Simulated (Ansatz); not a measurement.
Mulliken charges of ClH$_{3}$NNbO$_{2}$, SMILES `[NH]=[Nb]([OH])([OH])[Cl]` from r2SCAN/def2-TZVPP in Ansatz (PBE0-D4/def2-TZVP geometry).

```json
{"atom": "N1", "x (Å)": "-1.192", "y (Å)": "1.307", "z (Å)": "-0.110", "charge (e)": "-0.670"}
{"atom": "Nb2", "x (Å)": "0.102", "y (Å)": "0.151", "z (Å)": "-0.142", "charge (e)": "1.460"}
{"atom": "O3", "x (Å)": "0.682", "y (Å)": "-0.049", "z (Å)": "1.660", "charge (e)": "-0.504"}
{"atom": "O4", "x (Å)": "-0.630", "y (Å)": "-1.449", "z (Å)": "-0.867", "charge (e)": "-0.504"}
{"atom": "Cl5", "x (Å)": "1.847", "y (Å)": "0.904", "z (Å)": "-1.465", "charge (e)": "-0.361"}
{"atom": "H6", "x (Å)": "-1.939", "y (Å)": "1.983", "z (Å)": "-0.097", "charge (e)": "0.172"}
{"atom": "H7", "x (Å)": "1.383", "y (Å)": "-0.629", "z (Å)": "1.968", "charge (e)": "0.204"}
{"atom": "H8", "x (Å)": "-0.161", "y (Å)": "-2.276", "z (Å)": "-1.003", "charge (e)": "0.204"}
```

By hand: the dipole of these point charges (1 e Å = 4.8032 D).

Σ q r = (0.170, -0.478, 0.176) e Å, of length 0.537 e Å = 2.58 D.

How does the dipole of the full density compare? (Estimate.)

Ansatz gave: (0.124, -0.471, 0.196) e Å, 2.52 D; the point charges give 1.02 times that, at 5° from its direction.

Point charges leave out the atoms' own dipoles, such as those of lone pairs, and Mulliken's split depends on the basis, so the close match here is no proof of good charges.
